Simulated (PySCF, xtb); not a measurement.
BrSi, SMILES [Si]Br (connectivity only; charge and spin as stated), charge +1, multiplicity 1.

Harmonic wavenumbers (cm⁻¹) from GFN2-xTB (xtb 6.7.1) at its own minimum, in rising order: 526.

Q: What does B3LYP-D3(BJ)/def2-TZVP (PySCF) give at its own minimum? (An estimate is asked for; the answer gives what the named calculation found.)

A: 515. Paired by order, the mean absolute difference is 11 cm⁻¹ and the zero-point energies are 0.8 and 0.7 kcal/mol.
